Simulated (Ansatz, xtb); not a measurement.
FI3Sn: which of two structures lies lower

Structure X: a triplet given by its coordinates. Structure Y: `[F][Sn]([I])([I])[I]`, a singlet. Both are isolated molecules in the gas phase, relaxed with PBE0-D4/def2-SVP.

X (Å):

```tsv
atom	x (Å)	y (Å)	z (Å)
F	-0.3962	-0.1188	1.9697
I	2.0472	-2.3111	0.0712
I	-1.6619	-0.3184	-1.5461
I	-0.4829	2.6627	-0.8051
Sn	0.5437	0.0119	0.2689
```

Close contacts (Å): F1–Sn5 1.95, I2–Sn5 2.77, I3–I4 3.29, I3–Sn5 2.88, I4–Sn5 3.04.

Y (Å):

```json
{"atom": "F", "x (Å)": "-0.6561", "y (Å)": "-0.0774", "z (Å)": "1.8761"}
{"atom": "I", "x (Å)": "2.1381", "y (Å)": "-1.5820", "z (Å)": "-0.0397"}
{"atom": "I", "x (Å)": "-1.9895", "y (Å)": "-0.9265", "z (Å)": "-1.4769"}
{"atom": "I", "x (Å)": "0.5703", "y (Å)": "2.5290", "z (Å)": "-0.4571"}
{"atom": "Sn", "x (Å)": "-0.0128", "y (Å)": "-0.0169", "z (Å)": "0.0561"}
```

Question: Which of the two would you expect CCSD(T)/def2-SVP + ΔMP2/def2-TZVPP electronic energies to favour?

Answer: Structure Y; the calculation gives E(Y) − E(X) = −2.213 eV.

How the difference moves with the method:

```csv
level,geometry,E(Y) − E(X) (eV),departure from the last row (eV),"job, with rough time for the two"
PBE0-D4/def2-SVP,PBE0-D4/def2-SVP,−1.827,+0.386,"optimisation, 6.1 min"
HF/def2-SVP,PBE0-D4/def2-SVP,−2.099,+0.114,part of the CCSD(T) run
MP2/def2-SVP,PBE0-D4/def2-SVP,−2.385,−0.172,part of the CCSD(T) run
CCSD(T)/def2-SVP,PBE0-D4/def2-SVP,−2.210,+0.003,single point
CCSD(T)/def2-SVP + ΔMP2/def2-TZVPP,PBE0-D4/def2-SVP,−2.213,,"single point, 7.1 min"
```

The levels shown agree on the order. The largest departure from CCSD(T)/def2-SVP + ΔMP2/def2-TZVPP is that of PBE0-D4/def2-SVP, 0.386 eV. Levels run at GFN2-xTB geometries aren't shown. The last row adds to CCSD(T) the change of the MP2 difference between the two basis sets, here −0.003 eV. The triplet state of X needn't be its ground state.

With thermal terms from frequencies at re-optimised GFN2-xTB minima (ideal gas, soft modes damped towards free rotors, one conformer each, 298.15 K, 1 atm): on the last row, ΔE + ΔZPE = −2.184, ΔH = −2.207, ΔG = −2.134 eV.

Open shells are spin-unrestricted. The correlated steps freeze 17 core orbitals; the filled d shell of I and Sn is correlated, in a basis made for valence electrons. Atoms past krypton carry core potentials in the def2 sets and no spin–orbit term is included. ΔG holds the spin degeneracy. Programs: Ansatz 0.2.0, xtb 6.7.1; the last row on 2 threads of Arm Neoverse V1 on a shared host.
